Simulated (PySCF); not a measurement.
# Mayer bond orders and bond lengths

C5H7F3O.
SMILES with atom numbers: `[CH3:1][CH2:2][C@H:3]([CH:4]=[O:5])[C:6]([F:7])([F:8])[F:9]` (hydrogens: H10, H11, H12 on C1; H13, H14 on C2; H15 on C3; H16 on C4)

Geometry (PBE0-D3(BJ)/def2-SVP, Å), atoms numbered from 1 in this order:
```xyz
16
C5H7F3O angstrom
C      2.0481    0.0446    0.2627
C      0.6185   -0.0049    0.7778
C     -0.4135   -0.2057   -0.3267
C     -0.6112    1.0253   -1.1985
O      0.0127    2.0405   -1.0670
C     -1.7591   -0.6595    0.2113
F     -1.6567   -1.8032    0.8893
F     -2.6375   -0.8601   -0.7795
F     -2.2853    0.2525    1.0336
H      2.3167   -0.8854   -0.2639
H      2.1935    0.8872   -0.4271
H      2.7550    0.1684    1.0960
H      0.5135   -0.8260    1.5036
H      0.3759    0.9270    1.3118
H     -0.0978   -1.0173   -1.0097
H     -1.3880    0.9198   -1.9955
```

Bond orders from the PBE0/pcSseg-1 density (PySCF). Isolated species at its PBE0-D3(BJ)/def2-SVP geometry (one conformer only).

Task: Where do the orders between heavy atoms depart from those drawn in the SMILES?

Result: The largest departure is 0.093, at C3–C4 (drawn single, 0.907).

Task: Give the Mayer order of every bond, beside its length.

Result: 
```csv
bond,drawn as,length (Å),Mayer order
C1–C2,single,1.520,1.055
C2–C3,single,1.525,0.974
C3–C4,single,1.521,0.907
C4–O5,double,1.199,2.037
C3–C6,single,1.518,0.993
C6–F7,single,1.334,1.005
C6–F8,single,1.339,0.994
C6–F9,single,1.336,1.005
C1–H10,single,1.102,0.963
C1–H11,single,1.099,0.959
C1–H12,single,1.100,0.966
C2–H13,single,1.101,0.947
C2–H14,single,1.101,0.941
C3–H15,single,1.107,0.905
C4–H16,single,1.118,0.930
```

By pair of heavy elements: C–C: lowest C3–C4 (0.907, 1.521 Å), highest C1–C2 (1.055, 1.520 Å); in 1 of the 6 pairs the longer bond (by over 0.003 Å) has the higher order (by 0.02 or more). C–F: all 3 within 0.02 of one another (0.994 to 1.005).

Task: Sum the orders of all bonds at each heavy atom with more than one neighbour and set the sums beside the valence in the SMILES.

Result: C1 3.943 (drawn 4), C2 3.917 (drawn 4), C3 3.779 (drawn 4), C4 3.874 (drawn 4), C6 3.997 (drawn 4). Orders between atoms that aren't bonded are not in these sums.

Mayer orders depend on the basis set.
